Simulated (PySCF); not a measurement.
Al(Cl)(NCO)(OH) (CHAlClNO2), SMILES O=C=[N][Al]([OH])[Cl].

Geometry: PBE0-D3(BJ)/def2-SVP. One conformer was computed; it need not be the lowest.

Two levels are set side by side: PBE/def2-TZVP (PySCF) and ωB97X/def2-TZVP (PySCF). Same geometry, gas phase. Differences are taken from unrounded values.

| quantity | ωB97X | PBE | PBE minus ωB97X |
|---|---|---|---|
| orbital gap (eV) | 12.37 | 5.73 | -6.63 |
| highest occupied level (eV) | -11.25 | -7.44 | 3.82 |
| lowest empty level (eV) | 1.11 | -1.71 | -2.82 |
| dipole moment (D) | 1.88 | 1.81 | -0.07 |
| mean polarisability (bohr³) | 54.2 | 58.1 | 3.9 |

PBE's occupied levels lie high since its potential decays too fast outside the molecule; exact exchange lowers them and widens the gap. PBE's more diffuse valence density responds more strongly to a field. Differences between two approximate levels are no errors against the true value.

Rough cost on one machine, each run with all the roots and properties that it gave: ωB97X against PBE within a factor of 2.
